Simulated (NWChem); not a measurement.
# GaClF2; SMILES [Ga]([F])([Cl])[F]

```xyz
4

Ga     0.0000     0.0000     0.3231
F      0.0000    -1.4780     1.2254
F      0.0000     1.4780     1.2254
Cl     0.0000     0.0000    -1.7830
```
Atoms are numbered in this order, from 1.

All runs: NWChem. The geometry was optimised at PBE0/def2-SVP. GIAO values for the isolated, static molecule; σ is the absolute isotropic shielding, δ = σ(reference) − σ with the isolated reference molecule computed at the same levels (19F: trichlorofluoromethane).

| level | σ Ga1 (ppm) | δ F2 (ppm) | σ Cl4 (ppm) |
|---|---|---|---|
| PBE0/pcSseg-1 | 1565.0 | -152.8 | 964.5 |
| BHandHLYP/pcSseg-1 | 1623.7 | -151.9 | 992.7 |
| KT2/pcSseg-1 | (withheld) | -151.5 | (withheld) |

Fill in the missing entries.


- KT2/pcSseg-1, σ Ga1 (ppm): 1552.7
- KT2/pcSseg-1, σ Cl4 (ppm): 924.9
